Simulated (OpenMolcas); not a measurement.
## Pd4+ in a point-charge field

Pd4+ among 8 point charges of -1.2 e arranged as a cube (Oh), 2.04 Å from the ion.
```
   1.1778    1.1778    1.1778  -1.20
   1.1778    1.1778   -1.1778  -1.20
   1.1778   -1.1778    1.1778  -1.20
   1.1778   -1.1778   -1.1778  -1.20
  -1.1778    1.1778    1.1778  -1.20
  -1.1778    1.1778   -1.1778  -1.20
  -1.1778   -1.1778    1.1778  -1.20
  -1.1778   -1.1778   -1.1778  -1.20
```

```json
{
  "Program": "OpenMolcas",
  "Method": "CASSCF",
  "Basis": "ANO-RCC-VDZP [6s5p3d1f]",
  "Scalar Hamiltonian": "DKH2, point nucleus",
  "Active space": "6 electrons in 5 orbitals (4d)",
  "State averaging": "2S+1 = 5 even, 5 roots; 2S+1 = 3 even, 45 roots; 2S+1 = 1 even, 50 roots",
  "Spin-orbit coupling": "RASSI with atomic mean-field integrals over the reference wave functions"
}
```

The lowest spin-free states (labels of O, the rotations of Oh), above the lowest:

| State | Degeneracy | E (cm-1) | Free-ion L (%) |
| --- | --- | --- | --- |
| 5E | 2 | 0.0 | D (100) |
| 5T2 | 3 | 3201 | D (100) |
| 3T1 | 3 | 20159 | H (78) |
| 3E | 2 | 21561 | H (97) |
| 3T2 | 3 | 23009 | H (79) |
| 3T1 | 3 | 23145 | H (54) |
| 3A2 | 1 | 24937 | F (100) |
| 3T1 | 3 | 25190 | H (52) |
| 3T2 | 3 | 26332 | F (72) |
| 3A1 | 1 | 26416 | G (100) |
| 3E | 2 | 27838 | G (94) |
| 3T1 | 3 | 28007 | G (70) |
| 3T1 | 3 | 28947 | F (41) |
| 3T2 | 3 | 29997 | G (91) |
| 1E | 2 | 30821 | I (91) |
| 1T2 | 3 | 30851 | I (74) |
| 1A2 | 1 | 32216 | I (100) |
| 1T2 | 3 | 33016 | G (52) |
| 1A1 | 1 | 33194 | I (57) |
| 1T1 | 3 | 33532 | I (65) |

The lowest levels with spin-orbit coupling:

| E (cm-1) | Degeneracy | Label | 2S+1 |
| --- | --- | --- | --- |
| 0.0 | 1 | A1 | 5 |
| 147.5 | 3 | T1 | 5 |
| 277.5 | 2 | E | 5 |
| 645.6 | 3 | T2 | 5 |
| 1323 | 1 | A2 | 5 |
| 3258 | 3 | T2 | 5 |
| 4230 | 3 | T1 | 5 |
| 4544 | 2 | E | 5 |
| 5396 | 3 | T2 | 5 |
| 5766 | 3 | T1 | 5 |
| 6048 | 1 | A1 | 5 |
| 20212 | 3 | T2 | 3 |
| 20704 | 1 | A1 | 3 |
| 20739 | 2 | E | 3 |
| 20874 | 3 | T1 | 3 |
| 22071 | 3 | T2 | 3 |
| 22364 | 3 | T1 | 3 |
| 22602 | 3 | T2 | 3 |
| 22762 | 2 | E | 3 |
| 23034 | 2 | E | 3 |

Powder χT (cm3 K/mol): 0.0968 at 2 K, 0.484 at 10 K, 2.34 at 50 K, 3.67 at 100 K, 4.39 at 200 K, 4.6 at 300 K. The effective moment at 300 K is 2.828 √(χT) = 6.06 μB.

The lowest level has 2S+1 = 5, for which the spin-only value is χT = S(S+1) / 2 = 3.000 cm3 K/mol (g = 2). The computed 4.595 at 300 K differs by +1.595, through orbital momentum, spin-orbit coupling and any other state in reach.

An orbital doublet at a regular site is open to a Jahn-Teller distortion, which this geometry leaves out. Without dynamic correlation the repulsion within the d shell is too large (B by tens of per cent), so at a given field states of lower spin stand too high. Point charges give a weaker field than real ligands, and real ions of this kind are as a rule low spin; the high spin found here belongs to the model. The ground term spreads over less than 5000 cm-1, several times less than with real ligands, so orbital moments are less quenched and χT lies further from the spin-only value than at real sites. This is an electrostatic model: the charges have no orbitals. No measured value stands beside these numbers.
